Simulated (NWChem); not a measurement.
H2PbS

```xyz
4

Pb     0.3512    -0.2600     0.0000
H      1.4267     1.2656     0.0000
S     -1.7261     1.2401     0.0000
H     -2.6092     0.2123     0.0000
```
Charge 0, spin multiplicity 1.

Program: NWChem. All single points use one geometry, from B3LYP/def2-SVP with def2 effective core potentials on Pb, a minimum by its harmonic frequencies. It is one conformer; others weren't searched.

Symmetry labels belong to the abelian group Cs used in the runs, with the axes of the coordinates shown.

Effective core potentials replace the inner electrons of Pb; spin-orbit coupling is left out. The structure started from a generated list of species.

List the lowest 6 singlet excitations that CIS/def2-SVPD with def2 effective core potentials on Pb gives, with oscillator strengths.


| state | symmetry | energy (eV) | wavelength (nm) | f |
|---|---|---|---|---|
| 1 | a" | 3.40 | 365 | 0.022 |
| 2 | a" | 4.84 | 256 | 0.002 |
| 3 | a' | 4.91 | 253 | 0.002 |
| 4 | a' | 5.91 | 210 | 0.304 |
| 5 | a" | 6.03 | 205 | 0.026 |
| 6 | a' | 6.36 | 195 | 0.214 |
